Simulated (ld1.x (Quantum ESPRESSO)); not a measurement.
Building the ultrasoft potential for phosphorus (P) (PW91, scalar-relativistic).

```json
{
  "Element": "phosphorus",
  "Generator": "ld1.x (Quantum ESPRESSO) 7.5",
  "Type": "ultrasoft",
  "Functional": "PW91",
  "Relativity": "scalar-relativistic",
  "Frozen core": "[Ne]",
  "Valence charge": "5",
  "Reference configuration": "3s2 3p3",
  "Partial waves": "3s (bound): rcut 1.65, rcutus 1.80 bohr; 3s channel at -0.65 Ry: rcut 1.65, rcutus 1.80 bohr; 3p (bound): rcut 1.50, rcutus 1.75 bohr; 3p channel at 0.05 Ry: rcut 1.50, rcutus 1.75 bohr; 3d channel at 0.2 Ry: rc 1.45 bohr",
  "Local potential": "the d channel",
  "Core correction": "a·sin(br)/r model core inside 0.90 bohr",
  "Augmentation charge": "PSQ, inside the norm-conserving radii"
}
```

All-electron outer shells of the reference configuration (PW91, scalar-relativistic, ld1.x):

| shell | level (eV) | outermost node (bohr) | outermost maximum (bohr) |
| --- | --- | --- | --- |
| 2s | -174.06 | 0.14 | 0.42 |
| 2p | -124.67 | – | 0.36 |
| 3s | -14.02 | 0.65 | 1.58 |
| 3p | -5.55 | 0.64 | 1.83 |

(1) Estimate the cutoffs (Ry, on a coarse ladder) from which the occupation-weighted sum of valence levels, in a spherical-Bessel basis at the reference potential, stays within 10 and 1 mRy of its value at 400 Ry.

(2) Does the potential have ghost states?

(3) Is the overlap operator S = 1 + Σ q|β⟩⟨β| positive definite (Bessel basis up to 400 Ry)?

(4) Which valence shell sets the plane-wave cutoff?

(5) Tests: 3s2 3p2; 3s2 3p1; 3s2 3p0; 3s1 3p3; 3s2 3p2.5; 3s0 3p5; 3s2 3p3.3. Which has the largest error in its energy relative to the reference configuration, and how large is it?

Results:

(1) 12 Ry and 21 Ry.

(2) No extra level below or beside the all-electron valence levels (s, p, d, f tested).

(3) Yes: its lowest eigenvalue is 0.34 (s channel).

(4) 3p: its level needs 15 Ry to come within 1 mRy, against 6 Ry for 3s.

(5) 3s0 3p5, with -4.2 meV (all-electron minus pseudo) on +17.21 eV.
